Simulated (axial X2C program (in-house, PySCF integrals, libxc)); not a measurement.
## CoB⁻ at several levels of theory

Calculated with an axial X2C code built on PySCF integrals. Spin-free means the one-electron spin-free X2C Hamiltonian; two-component (2c) means X2C with spin–orbit coupling and atomic mean-field two-electron Coulomb and Gaunt terms, so the difference of the two also holds small scalar two-electron terms. Basis: Co dyall-acv3z [10s11p7d4f2g], B dyall-av3z [8s7p3d2f] (cores contracted in-house); Gaussian nuclei, density fitting, unrestricted open shells. Masses: Co 58.933 u, B 11.009 u.

State, spin-free: M_S = 1/2, Λ = 2 (beyond evenly filled blocks: δ+α, δ+β, δ-α); electrons by block: σα: 9, σβ: 9, π+α: 3, π+β: 3, π-α: 3, π-β: 3, δ+α: 1, δ+β: 1, δ-α: 1. Fragments: Co- + B for PBE0, CCSD(T), B3LYP; Co + B- for CCSD.

State, 2c: Ω = 5/2 (⟨Sz⟩ = 0.50, ⟨Lz⟩ = 2.00 at PBE0); electrons by block: 1/2: 12, -1/2: 12, 3/2: 4, -3/2: 4, 5/2: 1. Fragments: Co- + B for PBE0, CCSD(T), B3LYP; Co + B- for CCSD.

```csv
Hamiltonian,level,Re (Å),ωe (cm⁻¹),ωexe (cm⁻¹),De (eV),k (mdyn/Å),μ (D)
spin-free,PBE0,1.751,626.5,3.13,3.04,2.15,-1.64
spin-free,CCSD,1.764,579.5,4.01,n/a,1.84,n/a
spin-free,CCSD(T),1.735,618.7,5.67,n/a,2.09,n/a
spin-free,B3LYP,1.724,683.9,4.64,2.95,2.56,-1.43
2c,PBE0,1.750,625.2,3.16,n/a,2.14,-1.64
2c,CCSD,1.764,580.3,4.22,n/a,1.84,n/a
2c,CCSD(T),1.735,619.0,5.83,n/a,2.09,n/a
2c,B3LYP,1.723,683.1,4.74,n/a,2.55,-1.42
```

Correlated methods: 13 electrons correlated (number of frozen shells: Co 3 s, 2 p; B 1 s), 291 virtual spin orbitals or spinors in MP2, 90 natural virtuals in coupled cluster.

Dipoles are positive if B is the positive end and refer to the centre of mass.

Occupations by symmetry block were frozen at the best pattern of an incomplete PBE0 search. Dissociation energies refer to the lowest single-determinant-based atoms at the same level and basis. De is not given where an atomic determinant may have missed its ground term or J level, or where the truncated virtual space spoils (T). Density functionals use the spin component along the axis (collinear). Coupled cluster ran in a truncated set of natural virtual spinors; the MP2 energy of the rest was added. (T) has no such correction and the atoms are truncated less, which lowers De at CCSD(T) by a hundredth of an eV or more. The functionals have no current-density term, which raises determinants with orbital currents, atoms included. The highest occupied level of some functionals is positive through self-interaction error; at Hartree–Fock it is bound. The determinant is spin-polarised beyond a pure state at some levels (its spin-free form has ⟨S²⟩ too high), which makes Re and μ there less reliable. The T1 diagnostic is large, a sign of multireference character.

No reliable constants came from HF (2c), HF (spin-free), MP2 (2c), MP2 (spin-free): no minimum in range, unconverged points, a curve that is not smooth, a change of character along it, or the two Hamiltonians disagreeing along it.

Rough cost a point (2c) on 1 thread(s) of a shared host, integrals apart: PBE0 1.3 s, CCSD(T) 10 s, B3LYP 1.1 s.

The whole task took 5.1 min on 1 thread of Arm Neoverse V2, with other jobs on the host.
